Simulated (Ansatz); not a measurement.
Ansatz (an electronic-structure program) input (PBE-QIDH/def2-TZVPD):

Ansatz 0.2 input:
```yaml
crystal:
  periodic: [false, false, false]
  atoms:
    - {symbol: Ge, position_ang: [-0.03010674, -0.04440254, -0.05546388]}
    - {symbol: H, position_ang: [0.64973470, -0.63247593, 1.29875633]}
    - {symbol: H, position_ang: [-0.88408644, 1.06107216, 0.77554240]}
    - {symbol: H, position_ang: [1.19776738, 0.99228490, -0.29945444]}
basis:
  gaussian:
    orbitals: def2-TZVPD
hamiltonian:
  xc: {name: PBE-QIDH}
total_charge: -1
magnetization: {spin_polarized: false}
correlation: {electrons: outside_noble_gas}
```

End of the output:

```
integrals: 0.03 GiB planned
578 factors; integrals over basis functions are off by at most 9.3e-4 eV
mean field: 0.21 GiB planned
mean field evaluation 1: about -56547.4031 eV, gradient 1.4e1 eV
mean field evaluation 2: about -56547.4193 eV, gradient 1.4e1 eV
mean field evaluation 4: about -56547.7826 eV, gradient 9.6e-1 eV
mean field evaluation 8: about -56547.7906 eV, gradient 1.3e-2 eV
mean field evaluation 16: about -56547.7906 eV, gradient 1.0e-5 eV
mean field -56547.79060386 eV, -2078.0929752226 hartree, gradient 1.3e-6 eV, S^2 0.000000; 0 other end points of the search recorded, 0 dependent functions left out
14 core orbitals not correlated
reference -56547.79061553 eV, -2078.0929756516 hartree; 4, 4 occupied and 63, 63 virtual orbitals, 578 factors
second order -4.32123377 eV of doubles, -0.00000000 eV of singles
Total energy: -56549.23102679 eV, -2078.1459097890 hartree
```

Whether it binds its extra electron was not tested at this geometry.
